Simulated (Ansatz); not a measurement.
`CBS` + `BO` → `CBBO` + H₂S at 700 K and 1 bar (formal exchange of groups at a B–S bond).

Calculated with Ansatz (gas phase, PBE0-D4/def2-TZVP geometries, no zero-point term in ΔE). CCSD(T)/CBS adds triple-zeta CCSD(T) − MP2 to the extrapolated MP2 energy (def2 sets, frozen cores). This one scheme is used for every species. Each species was taken in one conformer, which may not be the lowest.

| species | CCSD(T)/CBS energy (Eh) | H − E (kJ/mol) | S (J/(mol·K)) |
| --- | --- | --- | --- |
| `CBS` | -463.66090 | 209.1 | 366.5 |
| `BO` | -101.80414 | 126.4 | 277.4 |
| `CBBO` | -166.44324 | 267.4 | 416.8 |
| H₂S | -398.97279 | 64.8 | 236.9 |

H − E and S are ideal-gas, rigid-rotor, harmonic terms from PBE0-D4/def2-TZVP, for one conformer and one mirror image of each species. 1 Eh = 2625.50 kJ/mol, R = 8.31446 J/(mol·K).

By hand: ΔE, ΔH, ΔS and ΔG.

ΔE = (-166.44324) + (-398.97279) − (-463.66090) − (-101.80414) = 0.04901 Eh = 128.7 kJ/mol. Δ(H − E) = 267.4 + 64.8 − 209.1 − 126.4 = -3.3, so ΔH = 125.4 kJ/mol. ΔS = 416.8 + 236.9 − 366.5 − 277.4 = 9.8 J/(mol·K). ΔG = 125.4 − 700 × (9.8)/1000 = 118.5 kJ/mol.

By hand: the equilibrium constant, and the temperature at which ΔG would vanish if ΔH and ΔS stayed fixed.

log₁₀ K = −ΔG/(RT ln 10) = -8.8. ΔG = 0 at ΔH/ΔS = 12796 K, far beyond where these terms or the molecules hold.

The number of gas molecules stays the same, so ΔS is small and ΔH decides. A doubt of 5 kJ/mol in ΔE shifts log₁₀ K by 0.4 here. Other conformers and mirror images would add mixing entropy, several J/(mol·K) or more a flexible species. These are equilibria of isolated gas molecules and say nothing of rates. Largest T1 diagnostic: 0.014 (customary marks: 0.02 for closed shells, 0.045 for open ones).
